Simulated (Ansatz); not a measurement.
The cluster Te2Pb. Total charge 0; triplet. Geometry r2SCAN-D4/def2-SVP; atoms count from 1.

```xyz
3

Pb    1.618    0.155   -0.815
Te   -1.416    0.023   -0.778
Te   -0.201   -0.178    1.593
```

In the def2 sets Pb, Te take a core potential; there is no spin–orbit coupling. At PBE0-D4/def2-TZVP a singlet of charge 0 lies 0.89 eV below the triplet, each at its own geometry. The structure comes from a short search, and lower isomers may exist.

Question: Estimate the Mulliken populations from the PBE0/def2-TZVP orbitals of Ansatz.

Answer: 
```
atom  charge (e)  spin (α − β)
 Pb1        0.18          0.99
 Te2       -0.09          0.51
 Te3       -0.09          0.51
```
Mulliken values depend strongly on the basis.

Question: Where does the spin sit?

Answer: Summed by element: Pb 0.99, Te 1.01, of 2 unpaired in all. Largest on single atoms: Pb1 0.99, Te2 0.51, Te3 0.51.

Question: And the Mayer bond orders between heavy atoms (over 0.3)?

Answer: Pb1–Te2 0.69 (3.04 Å); Pb1–Te3 0.69 (3.04 Å); Te2–Te3 1.55 (2.67 Å).
